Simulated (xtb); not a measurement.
xtb input:

```bash
xtb mol.xyz --gfn 1 --opt tight --chrg 0 --uhf 0
```
mol.xyz:
```
6

P     -1.02027206    -0.47127800    -0.05348212
P      1.02027508     0.47110689     0.05491295
H     -1.51764144     0.25666815     1.06041507
H     -1.51478581     0.48948324    -0.97567300
H      1.52191029    -0.49872576     0.96366793
H      1.51047169    -0.24485897    -1.06987245
```

Q: What final total energy does it print?

A: -7.42956 Eh (GFN1-xTB).
